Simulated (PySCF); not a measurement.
Isomers of C2H9PSi2, one GFN2-xTB conformer each. Single-point energies are computed at PBE0/pcSseg-1 (PySCF, gas phase, no added dispersion term), electronic only.

| SMILES | GFN2-xTB relative energy (kJ/mol) |
| --- | --- |
| C1C[SiH2]P[SiH2]1 | 0.0 |
| [SiH3]/C=C/[SiH2]P | 113.4 |

Conformers: `[CH2:1]1[CH2:2][SiH2:3][PH:4][SiH2:5]1` with Si5–C1–C2–Si3 -47°, C1–C2–Si3–P4 39°, C2–Si3–P4–Si5 -14°, Si3–P4–Si5–C1 -7°; `[SiH3:1]/[CH:2]=[CH:3]/[SiH2:4][PH2:5]` with C2–C3–Si4–P5 1°, C3–Si4–P5–H -76° and -169°.

What does PBE0/pcSseg-1 give for the same structures?

```json
{"SMILES": "C1C[SiH2]P[SiH2]1", "PBE0/pcSseg-1 E (Eh)": "-1001.46563", "PBE0/pcSseg-1 (kJ/mol)": "0.0", "GFN2-xTB (kJ/mol)": "0.0", "point group": "–"}
{"SMILES": "[SiH3]/C=C/[SiH2]P", "PBE0/pcSseg-1 E (Eh)": "-1001.40727", "PBE0/pcSseg-1 (kJ/mol)": "153.2", "GFN2-xTB (kJ/mol)": "113.4", "point group": "–"}
```

Both levels put the same isomer lowest. As drawn, the higher has a C=C bond outside aromatic rings, which the lower lacks.

Which frontier levels, dipoles and rotational constants go with these structures?

```json
{"SMILES": "C1C[SiH2]P[SiH2]1", "HOMO (eV, PBE0/pcSseg-1)": "-7.12", "LUMO (eV)": "-0.29", "dipole (D)": "1.99", "A, B, C (MHz)": "2881, 2527, 1456"}
{"SMILES": "[SiH3]/C=C/[SiH2]P", "HOMO (eV, PBE0/pcSseg-1)": "-7.49", "LUMO (eV)": "-0.86", "dipole (D)": "1.00", "A, B, C (MHz)": "4797, 930.8, 798.0"}
```
